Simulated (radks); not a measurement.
Q: Excited configurations of the gallium ion Ga3+: one electron is placed in a higher orbital outside [Ar] 3d9. The ground configuration is [Ar] 3d10. Calculated with a radial shooting solver on a logarithmic mesh with Libxc functionals: Dirac Kohn-Sham, PBEsol, spin-unpolarised, spherical densities, point nucleus; open shells are shared between the two j in proportion to 2j + 1. Excitation = E - E(ground); binding = E(ion) - E, where the ion is the core of charge +4; n* = 4/sqrt(2 binding) in atomic units, and the quantum defect is n - n*. Eigenvalue and <r> are those of j = l + 1/2.

| outer orbital | excitation (eV) | binding (eV) | n* | quantum defect | eigenvalue (eV) | <r> (bohr) |
|---|---|---|---|---|---|---|
| 4s | 18.911 | 44.934 | 2.201 | 1.799 | -39.344 | 1.891 |
| 4d | 41.984 | 21.861 | 3.156 | 0.844 | -18.634 | 3.034 |
| 4f | 50.127 | 13.718 | 3.984 | 0.016 | -11.616 | 4.396 |
| 5s | 42.723 | 21.121 | 3.210 | 1.790 | -18.792 | 3.940 |
| 5p | 46.033 | 17.812 | 3.496 | 1.504 | -15.713 | 4.454 |
| 5d | 50.977 | 12.867 | 4.113 | 0.887 | -11.254 | 5.720 |
| 6s | 51.454 | 12.390 | 4.192 | 1.808 | -11.087 | 6.691 |
| 6p | 52.988 | 10.856 | 4.478 | 1.522 | -9.671 | 7.421 |
| 6f | 57.462 | 6.382 | 5.840 | 0.160 | -5.637 | 11.48 |
| 7s | 55.674 | 8.171 | 5.162 | 1.838 | -7.336 | 10.17 |
| 7f | 59.121 | 4.724 | 6.789 | 0.211 | -4.216 | 16.11 |

Estimate the row for 6d.

A: excitation (eV) 55.403; binding (eV) 8.442; n* 5.078; quantum defect 0.922; eigenvalue (eV) -7.495; <r> (bohr) 9.114. The Delta-SCF ionisation energy is 63.844 eV (NIST Atomic Spectra Database: 63.24 eV, measured). Self-interaction in the functional shifts the binding energies and quantum defects, so they are the method's values and not measured ones. Spin polarisation and multiplet splitting are left out, so open shells lie too high by an amount that depends on their filling. Sharing an open shell by 2j + 1 raises it above the true ground level by a part of the spin-orbit splitting, which enters the differences from NIST.

Beside tabulated values, note that spin-unpolarised runs miss the spin-polarisation part of the exchange energy of open shells.
